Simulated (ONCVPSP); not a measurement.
## Before and after: ONCV potential for beryllium

```json
{
  "Element": "beryllium",
  "Generator": "ONCVPSP 4.0.1",
  "Type": "optimised norm-conserving Vanderbilt (ONCV)",
  "Functional": "PBE",
  "Relativity": "scalar-relativistic",
  "Frozen core": "none",
  "Valence charge": "4",
  "Reference configuration": "1s2 2s2",
  "Partial waves": "1s+2s: rc 0.65 bohr, ncon 5, nbas 9, qcut 19.8 1/bohr, 3 projectors, debl 1.9 Ha; p scattering state at 0.06 Ha: rc 0.50 bohr, ncon 4, nbas 7, qcut 19.7 1/bohr, 2 projectors, debl 1.3 Ha; d scattering state at 0.02 Ha: rc 0.50 bohr, ncon 3, nbas 7, qcut 16.2 1/bohr, 2 projectors, debl 0.8 Ha",
  "Local potential": "polynomial inside 0.40 bohr (lpopt 2, dvloc0 -1 Ha)",
  "Core correction": "none"
}
```

All-electron outer shells of the reference configuration (PBE, scalar-relativistic, ld1.x):

| shell | level (eV) | outermost node (bohr) | outermost maximum (bohr) |
| --- | --- | --- | --- |
| 1s | -106.21 | – | 0.27 |
| 2s | -5.61 | 0.59 | 2.04 |

Change: s: qcut 29; p: qcut 28.9; d: qcut 23.8.

Cutoffs: the cutoffs (Ha) at which the residual kinetic energy of the hardest occupied pseudo-wave falls to 1 and 0.1 mHa per electron; they do not see the model core or the augmentation charge, which bear on the density cutoff. Errors are all-electron minus pseudo energies relative to the spin-unpolarised reference configuration.

How do hardness, ghosts and transferability respond?

The potential gets harder (142 Ha and 167 Ha → 174 Ha and 212 Ha); a bound ghost appears in d, which as a rule spoils a file; the lowest positive-energy flag moves from d at 37.2 eV to none; of the 4 tests that both files solve, the error grows in 0 and shrinks in 2 by more than 15 % and 0.3 meV (median size 0.5 → 0.3 meV).

| quantity | base | changed |
| --- | --- | --- |
| cutoff, loose | 142 Ha | 174 Ha |
| cutoff, tight | 167 Ha | 212 Ha |
| bound ghosts | none | d |
| GHOST(+) flags under 300 eV | d at 37.2 eV | none |
| error for 1s2 2s1, meV [ΔE 9.55 eV] | 0.0 | -0.1 |
| error for 1s2 2s0, meV [ΔE 27.50 eV] | +1.0 | +0.5 |
| error for 1s2 2s1.5, meV [ΔE 3.76 eV] | -0.1 | -0.1 |
| error for 1s1 2s2, meV [ΔE 128.28 eV] | +356 | +252 |
| s: phases at 0.66 bohr within 0.05 rad from the reference energy up to (Ha; the scan ends near 5) | to the end of the scan | to the end of the scan |
| p: phases at 0.51 bohr within 0.05 rad from the reference energy up to (Ha; the scan ends near 5) | to the end of the scan | to the end of the scan |
| d: phases at 0.51 bohr within 0.05 rad from the reference energy up to (Ha; the scan ends near 5) | to the end of the scan | to the end of the scan |

 A true bound ghost makes a file unfit for plane-wave use even where its test errors are small: the radial tests pick states by their node count and pass the ghost by.
